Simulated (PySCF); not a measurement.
CH₅ClGaNO, singlet, geometry from GFN2-xTB (such geometries of metal compounds can be far from the true shape).

Input for PySCF:
```python
from pyscf import gto, scf, dft

mol = gto.Mole()
mol.atom = '''
    Ga   -0.080366    0.218964    0.126516
    Cl    1.249900   -0.331246    1.608516
    O    -0.160549   -0.974931   -1.159155
    C    -0.813310   -1.145394   -2.402561
    H    -1.379585   -0.258875   -2.701603
    H    -0.057063   -1.351890   -3.164227
    H    -1.496010   -1.996552   -2.333595
    N    -0.964966    1.840693    0.030124
    H    -1.066297    2.361083    0.893769
    H    -1.838986    1.876495   -0.483361
'''
mol.basis = 'pcseg-0'
mol.charge = 0
mol.spin = 0
mol.verbose = 4
mol.max_memory = 1800
mol.build()

mf = dft.RKS(mol)
mf.xc = 'b3lyp'
mf = mf.density_fit(auxbasis='def2-universal-jkfit')
mf.kernel()
```

Task: What is the computed nuclear repulsion energy (DF-B3LYP/pcseg-0 (PySCF))?

Result: 458.5870 Eh

Task: What number of basis functions does DF-B3LYP/pcseg-0 give?

Result: 72

Task: Estimate the Mulliken (on the basis functions themselves) charges in atom order that DF-B3LYP/pcseg-0 returns for this input.

Result: Ga1 1.20, Cl2 -0.41, O3 -0.80, C4 -0.19, H5 0.16, H6 0.19, H7 0.19, N8 -0.94, H9 0.30, H10 0.30
